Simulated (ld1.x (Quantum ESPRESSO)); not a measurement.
gold: one change to a TM potential, before and after

| Item | Value |
| --- | --- |
| Element | Au (Z = 79) |
| Generator | ld1.x (Quantum ESPRESSO) 7.5 |
| Type | norm-conserving Troullier–Martins (Kleinman–Bylander form) |
| Functional | PBE |
| Relativity | scalar-relativistic |
| Frozen core | [Kr] 4d10 4f14 |
| Valence charge | 19 |
| Reference configuration | 5s2 5p6 5d10 6s1 6p0 |
| Partial waves | 5s (bound): rc 1.40 bohr; 5p (bound): rc 1.55 bohr; 5d (bound): rc 1.85 bohr |
| Local potential | all-electron potential smoothed inside 1.50 bohr (lloc = -1) |
| Core correction | none |

Occupied shells without a wave of their own: 6s. They enter only through the test configuration that unscreens the potential.

Change: wave 5d (bound): rc 1.85 bohr becomes 5d (bound): rc 2.38 bohr.

Cutoffs: the cutoffs (Ry, on a coarse ladder) from which the occupation-weighted sum of valence levels, in a spherical-Bessel basis at the reference potential, stays within 10 and 1 mRy of its value at 400 Ry; they do not see the model core or the augmentation charge, which bear on the density cutoff. Errors are all-electron minus pseudo energies relative to the spin-unpolarised reference configuration.

Q: What does the change do?

A: The potential gets neither clearly harder nor softer (90 Ry and 140 Ry → 90 Ry and 140 Ry); of the 7 tests that both files solve, the error grows in 2 and shrinks in 0 by more than 15 % and 0.3 meV (median size 140.9 → 153.4 meV); neither file shows a bound ghost.

| quantity | base | changed |
| --- | --- | --- |
| cutoff, loose | 90 Ry | 90 Ry |
| cutoff, tight | 140 Ry | 140 Ry |
| bound ghosts | none | none |
| largest miss of a reference level, eV | 0.13 | 0.13 |
| error for 5s2 5p6 5d10 6s0 6p0, meV [ΔE 9.41 eV] | +153 | +153 |
| error for 5s2 5p6 5d9 6s0 6p0, meV [ΔE 30.62 eV] | +207 | +202 |
| error for 5s2 5p6 5d8 6s0 6p0, meV [ΔE 64.49 eV] | +266 | +257 |
| error for 5s2 5p6 5d9 6s2 6p0, meV [ΔE 1.69 eV] | -141 | -136 |
| error for 5s2 5p6 5d9 6s1 6p1, meV [ΔE 7.50 eV] | +3.4 | +5.1 |
| error for 5s2 5p6 5d10 6s0.5 6p0, meV [ΔE 3.77 eV] | +69 | +69 |
| error for 5s2 5p5 5d10 6s1 6p0, meV [ΔE 66.11 eV] | -109 | -172 |

Base: The 6s level has no wave, so the channel is fitted at the deeper level alone: the likely source of the large errors. Changed file: The 6s level has no wave, so the channel is fitted at the deeper level alone: the likely source of the large errors.
